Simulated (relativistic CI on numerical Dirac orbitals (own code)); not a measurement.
Method of calculation: Dirac-Coulomb-Breit CI, orbitals from a KLI potential per configuration, model QED, unscaled Slater integrals (own radial code, finite nucleus).

The strongest absorption lines from the ground level of an ion, among the configurations computed and to levels below about 448 eV (vacuum wavelength in nm, gf): 2.7845 (0.53), 2.7897 (0.34), 2.8062 (0.55), 2.8104 (0.39), 3.7786 (0.33), 3.7819 (0.6), 3.8432 (0.34), 6.8662 (1.3).

Problem. Which ion is it?
A. Ru17+
B. Cd21+
C. Mo15+
D. Zr13+

Solution. A. Ru17+ has 27 electrons and the ground level 3s²3p⁶3d⁹ ²D5/2; the strongest line goes to 3s²3p⁵3d¹⁰ ²P°3/2. The pattern of lines fixes the number of electrons, and along that sequence the line energies rise steadily with the charge (about as its square where n changes within one kind of shell, about linearly where n is kept but much faster in heavy ions where fine structure, which grows about as Z⁴, sets the gap, and irregularly where shells cross), which fixes Z. Configurations outside the model, such as inner-shell arrays, can give stronger lines. At this charge energies of transitions that change n are usually good to better than 1 %, and those within a shell (Δn = 0) to a few per cent.

LS names give the leading component of a level, which can be under half, so a name can repeat, a term be missing and a line seem to break the LS rules.
